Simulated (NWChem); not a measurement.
## Correlation energy of Hg

```xyz
1

Hg     0.0000     0.0000     0.0000
```
Charge 0, spin multiplicity 1.

Everything below was run with NWChem.

Basis set: def2-SVP. Each correlation energy counts from its own Hartree-Fock reference.

Effective core potentials replace the inner electrons of Hg; spin-orbit coupling is left out. The correlated methods keep 4 core orbitals frozen. Coupled-cluster values serve here as a point of comparison, not as the truth.

Q: One of these methods gave a correlation energy of -286.4 mHa. Which?
A. SCS-MP2
B. MP2
C. CCSDT
D. CCSD

A: C, CCSDT. The others give -269.6 (SCS-MP2), -282.4 (CCSD), -300.2 (MP2).
